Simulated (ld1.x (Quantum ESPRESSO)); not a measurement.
# Ranking TM potentials for K

All share these settings but for the change named:

K, norm-conserving Troullier–Martins (Kleinman–Bylander form), made with ld1.x (Quantum ESPRESSO) 7.5 (PBE, scalar-relativistic). Core [Ne], reference 3s2 3p6 4s0.5 4p0.5. Waves: 3p (bound): rc 1.80 bohr; 3d channel at 0.05 Ry: rc 1.70 bohr; 3s (bound): rc 1.80 bohr. Local part: the s channel. Core correction: none.

Occupied shells without a wave of their own: 4p, 4s. They enter only through the test configuration that unscreens the potential.

Test errors are all-electron minus pseudo excitation energies from the reference, over 3s2 3p6 4s1 4p0; 3s2 3p6 4s0 4p0; 3s2 3p6 4s0.5 4p0; 3s2 3p5 4s1 4p0; 3s2 3p6 4s0 4p1; 3s1 3p6 4s1 4p0. None of these files shows a bound ghost.

The base gives 218.3 meV.

Of 8 variants that were run, those that failed, showed a ghost or another fault, or gave nearly equal values are left out.

Problem. Rank these variants by their largest absolute test error, smallest first.
A. all radii scaled by about 1.15 (s 2.08, p 2.08, d 1.96 bohr)
B. all radii scaled by about 0.76 (s 1.36, p 1.36, d 1.30 bohr)
C. all radii scaled by about 0.82 (s 1.48, p 1.48, d 1.40 bohr)
D. all radii scaled by about 0.92 (s 1.66, p 1.66, d 1.58 bohr)
E. all radii scaled by about 1.08 (s 1.94, p 1.94, d 1.82 bohr)

Solution. B (44.6 meV), C (70.4 meV), D (147.3 meV), E (308.3 meV), A (413.0 meV).
